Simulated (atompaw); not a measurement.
# Building the PAW (atompaw) potential for Pm (Z = 61) (PBEsol, scalar-relativistic).

Input for atompaw 4.2.0.5:

```
Pm 61
GGA-PBESOL scalarrelativistic loggrid 2001 logderivrange -5 5 251
6 6 5 4 0 0
6 0 1.5
6 1 0
5 2 0.5
4 3 5
0 0 0
c
c
c
c
v
v
c
c
c
v
v
c
c
v
v
3
3.00 2.50 2.25 2.15
n
n
y
0.85
n
y
3.15
n
custom rrkj gramschmidtortho besselshape
bessel
1.75
3.00
2.60
3.00
3.00
3.00
1.50
1.50
PWSCFOUT
UPFDX 0.0125d0 UPFXMIN -7.d0 UPFZMESH 61.d0
END
```

Command:

```bash
atompaw < Pm.input > Pm.log
```

Output (summary file):

```
Completed calculations for Pm (AE)

 Exchange-correlation type: GGA, Perdew-Burke-Ernzerhof modified (PBEsol)

 Radial integration grid is logarithmic
 r0 =   1.1058793E-04 h =   6.7458638E-03   n =      2001 rmax =   8.0000000E+01

 Scalar relativistic calculation

 AEatom converged in 119 iterations
   nz     =  61.00
   delta  =       1.208268983119E-14

 All Electron Orbital energies:
  n  l      occupancy      energy
  1  0      2.0000000E+00 -3.3077574E+03
  2  0      2.0000000E+00 -5.3778506E+02
  3  0      2.0000000E+00 -1.1722471E+02
  4  0      2.0000000E+00 -2.3256934E+01
  5  0      2.0000000E+00 -3.0322090E+00
  6  0      1.5000000E+00 -2.4544247E-01
  2  1      6.0000000E+00 -4.8030258E+02
  3  1      6.0000000E+00 -9.9178312E+01
  4  1      6.0000000E+00 -1.7334190E+01
  5  1      6.0000000E+00 -1.6228203E+00
  6  1      0.0000000E+00 -8.0637969E-02
  3  2      1.0000000E+01 -7.4434712E+01
  4  2      1.0000000E+01 -8.9717171E+00
  5  2      5.0000000E-01 -1.0816752E-01
  4  3      5.0000000E+00 -1.1725538E-01

 Total energy
   Total                    :   -20033.87301777508037

 ---
 Completed calculations for Pm (SC)

 Exchange-correlation type: GGA, Perdew-Burke-Ernzerhof modified (PBEsol)

 Radial integration grid is logarithmic
 r0 =   1.1058793E-04 h =   6.7458638E-03   n =      2001 rmax =   8.0000000E+01

 Scalar relativistic calculation

 SCatom converged in   4 iterations
   nz     =  61.00
   delta  =       1.056442882073E-15

 Valence Electron Orbital energies:
  n  l      occupancy      energy
   5  0      2.0000000E+00 -3.0322090E+00
   6  0      1.5000000E+00 -2.4544247E-01
   5  1      6.0000000E+00 -1.6228203E+00
   6  1      0.0000000E+00 -8.0637969E-02
   5  2      5.0000000E-01 -1.0816753E-01
   4  3      5.0000000E+00 -1.1725538E-01

 Total energy
   Total                    :   -20033.87301782353825
   Valence                  :     -561.59920068654651

 PAW parameters:
       lmax =            3
         rc =    3.0147036244253580
        irc =         1515
   rc_shape =    2.5126949783284545
    rc_vloc =    2.2556023089163397
    rc_core =    2.1515609871816190
   Vloc: truncated form - Vps(r)=A.sin(qr)/r for r<rc
   Projector type: RRKJ pseudization + Gram-Schmidt ortho.
   Bessel compensation charge shape zeroed at   2.5127E+00

 Number of basis functions     8
 No.   n  nodes  l      Energy         Cp coeff         Occ
  1    5    4    0   -0.3032209E+01  0.1000000E+01  0.2000000E+01
  2    6    5    0   -0.2454425E+00  0.9989981E+00  0.1500000E+01
  3    5    3    1   -0.1622820E+01  0.1000000E+01  0.6000000E+01
  4    6    4    1   -0.8063797E-01  0.9494947E+00  0.0000000E+00
  5    5    2    2   -0.1081675E+00  0.1000000E+01  0.5000000E+00
  6  999    3    2    0.8500000E+00  0.2426987E+00  0.0000000E+00
  7    4    0    3   -0.1172554E+00  0.1000000E+01  0.5000000E+01
  8  999    1    3    0.3150000E+01  0.1180121E+01  0.0000000E+00

 Eigenvalues of overlap operator (in the basis of projectors):
    1        4.26500163E-02
    2        1.17254672E-01
    3        1.92033708E-01
    4        2.79185328E-01
    5        4.00970252E+00
    6        1.86478228E+01
    7        2.25298257E+01
    8        4.59236217E+01

 Orbital leakage outside PAW augmentation regions
   orb  is_core?  %out_of_sphere
   1 0    T           0.00
   2 0    T           0.00
   3 0    T           0.00
   4 0    T           0.00
   5 0    F           0.62
   6 0    F          83.28
   2 1    T           0.00
   3 1    T           0.00
   4 1    T           0.00
   5 1    F           3.27
   6 1    F          95.69
   3 2    T          -0.00
   4 2    T           0.00
   5 2    F          51.71
   4 3    F           2.39

 Summary of PAW energies
   Total valence energy     :   -561.59767475888361
   Smooth energy            :     57.32074784114108
   One center               :   -618.91842260002466
   Smooth kinetic           :     41.67552185224042
   Vloc energy              :     18.09958645677310
   Smooth exch-corr         :    -12.84211036797423
   One-center xc            :   -437.22389111936479
```

The run took about 56 s on one core of a shared server CPU.
